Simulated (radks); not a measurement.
Results of a calculation; reference values are marked as such.
Species: As. Configuration: [Ar] 3d10 4s2 4p3. Level of theory: non-relativistic Kohn-Sham, PBE, spin-polarised, spherical densities, point nucleus; open shells are filled with parallel spins first; hard spherical wall at 10 bohr (a radial shooting solver on a logarithmic mesh with Libxc functionals).

Normalised radial functions P(r) = r R(r), r in bohr:

r,4p up
0.006113,0.0032
0.008088,0.0054
0.0107,0.0090
0.01416,0.0149
0.01873,0.0242
0.02479,0.0383
0.0328,0.0587
0.04339,0.0862
0.05742,0.1191
0.07536,0.1505
0.09972,0.1700
0.1319,0.1571
0.1746,0.0925
0.231,-0.0274
0.3056,-0.1719
0.4044,-0.2729
0.535,-0.2552
0.7079,-0.0905
0.9292,0.1678
1.229,0.4432
1.627,0.6337
2.152,0.6732
2.848,0.5587
3.768,0.3627
4.986,0.1831
6.597,0.0684
8.728,0.0142

4p up: eigenvalue -5.945 eV, 2 radial nodes at r = 0.218, 0.785 bohr, <r> = 2.51 bohr, 90 % of the charge inside 3.89 bohr.
